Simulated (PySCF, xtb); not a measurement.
HfCl4, SMILES [Cl][Hf]([Cl])([Cl])[Cl], multiplicity 1.

Harmonic wavenumbers (cm⁻¹) from GFN2-xTB run with xtb 6.7.1 at its own minimum, in rising order: 46, 46, 47, 58, 58, 240, 316, 317, 317.

Problem. What does B3LYP-D3(BJ)/def2-SVP (PySCF) give at its own minimum? (An estimate is asked for; the answer gives what the named calculation found.)

Solution. 98, 98, 98, 98, 98, 376, 393, 393, 393. Paired by order, the mean absolute difference is 66 cm⁻¹ and the zero-point energies are 2.1 and 2.9 kcal/mol.
